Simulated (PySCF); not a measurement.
SiOBr + HBr → HSiO + Br₂

Level: PBE0 in the def2-TZVP basis family, all electrons, no relativity, computed in PySCF with density fitting; open shells unrestricted.

```tsv
species	state and structure	E (Eh)	ZPE (kJ/mol)	H(298 K) − H(0) (kJ/mol)	S° (J/(mol K))
SiOBr	doublet, Cs, Si–Br 2.223 Å, Si–O 1.520 Å; Br–Si–O 126.1°	-2938.42983	10.8	12.2	290.3
HBr	singlet, C∞v, H–Br 1.421 Å	-2574.45811	16.0	8.7	198.5
HSiO	doublet, Cs, Si–H 1.528 Å, Si–O 1.523 Å; H–Si–O 118.8°	-365.10377	22.5	10.3	241.7
Br₂	singlet, D∞h, Br–Br 2.281 Å	-5147.70672	2.0	9.7	244.8
```

**Question.** What is the electronic reaction energy?

**Answer.** At PBE0/def2-TZVP, ΔE = 203.3 kJ/mol from the differences of the total energies times 2625.5, uphill. 

**Question.** Add zero-point, thermal and entropy terms for 298.15 K and 1 bar.

**Answer.** ΔZPE = -2.3 and Δ[H(298) − H(0)] = -0.9 kJ/mol give ΔH° = 200.1 kJ/mol. ΔS° = -2.3 J/(mol K), so ΔG° = 200.1 − 298.15 × (-0.0023) = 201 kJ/mol.

The structures come from searches over a few start shapes, so lower isomers are not excluded.
